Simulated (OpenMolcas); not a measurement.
# Eu2+: effect of the metal basis and ligand basis

Eu2+ with 6 ligands (bromide) in octahedral coordination (Oh) at 3.08 Å. A charge of +0.667 e stands 2.4 Å behind each ligand.

```
Program             : OpenMolcas
Method              : CASSCF
Spin-orbit coupling : state interaction with AMFI integrals over the reference wave functions
```

Fixed: active space 7 electrons in 7 orbitals (4f), DKH2 Hamiltonian.

States (labels of O, the rotations of Oh). Energies in cm-1 above the lowest state or level, χT in cm3 K/mol.

```json
{"Run": "A", "Metal basis": "ANO-RCC-VDZP", "Ligand basis": "ANO-RCC-VDZP", "Ground state": "8A1", "χT at 300 K": "7.859", "Cost": "roughly 2.7 core-minutes"}
{"Run": "B", "Metal basis": "ANO-RCC-VTZP", "Ligand basis": "ANO-RCC-VTZP", "Ground state": "8A1", "χT at 300 K": "7.858", "Cost": "roughly 8 core-minutes"}
```

Costs are those of the RASSCF and RASSI steps.

No quartet enters the spin-orbit mixing, so the splitting and order within the octet and the sextets are unsound, and g values and χT are rough. No measured value stands beside these numbers; the geometry is a model, was not optimised and need not be the one that this ion takes.
